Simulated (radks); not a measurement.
Coherent X-ray form factor from a spherical all-electron density. Method: scalar-relativistic Kohn-Sham, r2SCAN, spin-polarised, spherical densities, finite nucleus; meta-GGA in the generalised Kohn-Sham scheme; Fermi nuclear charge, rms radius of each element as measured or else 0.836 A^(1/3) + 0.57 fm; computed with a radial shooting solver on a logarithmic mesh with Libxc functionals.

sin(theta)/lambda (1/angstrom),f0 (electrons)
0.05,61.242
0.1,59.148
0.15,56.153
0.2,52.727
0.25,49.240
0.3,45.921
0.4,40.135
0.5,35.441
0.6,31.535
0.8,25.339
1,20.958
1.25,17.480
1.5,15.208
2,11.592

The species is in the configuration that NIST lists as its ground one. Which atom or ion scatters so?

Answer. The gadolinium ion Gd2+, [Xe] 4f7 5d1. Extrapolating in s^2 from the first two rows gives f0(0) = 61.9, near the electron count 62; among species with that count, the fall with angle is slower the higher Z, and the table is that of Z = 64; from so few rows the species is fixed only to a neighbour or two.
